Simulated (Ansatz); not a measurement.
Reaction (ligand exchange at a Ga–F bond): `C[NH][Ga]([F])[Cl]` + HCl → `C[NH][Ga]([Cl])[Cl]` + H–F

Isolated molecules relaxed with PBE0-D4/def2-TZVP in Ansatz; ΔE leaves out vibrations. CCSD(T)/CBS adds triple-zeta CCSD(T) − MP2 to the extrapolated MP2 energy (def2 sets, frozen cores). This one scheme is used for every species. DFT in def2-TZVPP. B3LYP here is the variant with VWN-RPA as its local correlation; programs differ in this. HSE06 is defined as in plane-wave codes. For Ga outer-core shells are correlated without core-valence functions, which leaves a few kJ/mol of doubt a bond. Scalar relativity is left out up to krypton. Each species was taken in one conformer, which may not be the lowest.

```tsv
level	ΔE (kJ/mol)	difference from CCSD(T)/CBS
LDA (SPW92)	-35.6	4.3
BLYP-D4	-29.2	10.7
B3LYP-D4	-33.5	6.4
r2SCANh-D4	-35.1	4.8
BHLYP-D4	-37.4	2.5
PBE	-31.4	8.5
r2SCANh	-33.9	6.0
HSE06	-37.4	2.5
BHLYP	-30.8	9.1
RPA@PBE/def2-TZVPP	-29.4	10.5
MP2/def2-SVP	-24.8	15.1
HF/def2-TZVPP	-31.7	8.2
SCS-MP2/def2-TZVPP	-32.6	7.3
CCSD(T)/def2-TZVPP	-34.1	5.8
HF/def2-QZVPP	-29.3	10.6
HF/CBS(def2)	-28.9	11.0
CCSD(T)/CBS	-39.9	0
```

Largest T1 diagnostic among the species: 0.013.

Leaving LDA and LC-ωPBE aside and taking each functional with its dispersion term where it has one, the values, not all of them listed here, spread over 12.2 kJ/mol, from HSE06-D4 to CAM-B3LYP-D4. LDA lies −4.2 kJ/mol from PBE without D4. The D4 term adds −6.5 kJ/mol with B3LYP and −3.6 kJ/mol with PBE0; it sums over pairs of atoms, weighted by their polarisabilities, and B3LYP, whose exchange is more repulsive, gets the larger term.

CCSD(T)/CBS has its own doubt, a few kJ/mol and more with outer-core shells, so smaller differences from it don't rank the levels.
